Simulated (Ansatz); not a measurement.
```xyz
8

C    -0.4129   -0.0274   -0.7201
C     0.5455    0.5876    0.2171
As   -0.8785   -0.4210    1.1745
H    -0.0914   -0.8749   -1.3114
H    -1.1279    0.6185   -1.2158
H     0.4942    1.6592    0.3696
H     1.5428    0.1734    0.2871
H    -0.0715   -1.7154    1.1990
```

The species carries charge 0 and has multiplicity 1.

**Question.** List the ωB97M-V/def2-TZVPP orbital energies in eV (Ansatz). (An estimate is asked.)

**Answer.** Computed: Occupied: -11604.40, -1472.49, -1313.76, -1313.73, -1313.73, -281.89, -281.89, -194.89, -141.03, -140.91, -140.89, -47.39, -47.35, -47.34, -47.22, -47.22, -25.20, -19.51, -18.59, -15.96, -14.43, -12.84, -11.49, -9.76, -9.12. Lowest empty: 2.15, 2.19, 3.15, 3.81, 4.17, 4.40, 5.64, 6.52.
